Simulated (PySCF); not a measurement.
# `C[SiH2][C@H]([SiH3])[Si@@H](N)F`, C2H12FNSi3

Geometry:
```csv
atom,x (Å),y (Å),z (Å)
C1,-2.388,-1.019,0.041
Si2,-1.354,-0.005,1.264
C3,0.252,0.595,0.429
Si4,-0.043,1.595,-1.158
Si5,1.478,-0.816,0.158
N6,3.006,-0.152,-0.255
F7,1.781,-1.577,1.552
H8,-2.721,-0.408,-0.793
H9,-1.820,-1.851,-0.364
H10,-3.270,-1.428,0.522
H11,-1.054,-0.814,2.451
H12,-2.130,1.173,1.691
H13,0.719,1.278,1.144
H14,-1.121,2.567,-0.962
H15,-0.390,0.708,-2.275
H16,1.174,2.327,-1.536
H17,0.970,-1.896,-0.686
H18,3.078,0.469,-1.041
H19,3.823,-0.737,-0.188
```

Computed with PySCF, TDDFT CAM-B3LYP/def2-SVPD circular dichroism and optical rotation, one conformer, gas phase. Geometry: GFN2-xTB.

The molecule is flexible and this is one conformer; a measurement averages over conformers.

Stereocentres: C3 S, Si5 S.

(1) What is the specific rotation at 633, 589.3, 546, 436, 405, 365, 355 nm?

(2) And for the mirror image at 589.3 nm?

(3) What is the molar rotation [Φ] = [α]·M/100 of the geometry above at 589.3 nm?

## Answers

(1) [α] in deg dm⁻¹ (g/mL)⁻¹:
| λ (nm) | origin-invariant length gauge | modified velocity gauge | length gauge (centre of mass) | isotropic polarisability (au) |
| --- | --- | --- | --- | --- |
| 633 | +74.8 | +80.0 | +74.8 | 111.0 |
| 589.3 | +88.5 | +94.8 | +88.6 | 111.4 |
| 546 | +106.5 | +114.0 | +106.6 | 112.0 |
| 436 | +190.8 | +203.9 | +191.0 | 114.2 |
| 405 | +234.8 | +250.9 | +235.1 | 115.2 |
| 365 | +320.9 | +342.7 | +321.2 | 117.0 |
| 355 | +350.4 | +374.2 | +350.8 | 117.6 |

(2) -88.5 deg dm⁻¹ (g/mL)⁻¹ (origin-invariant length gauge): the same size and the opposite sign.

(3) With M = 153.38 g/mol, +135.8 deg cm² dmol⁻¹ (origin-invariant length gauge).

The first excitation lies at 6.78 eV (183 nm) with R = +18.3 × 10⁻⁴⁰ esu² cm² (velocity form).
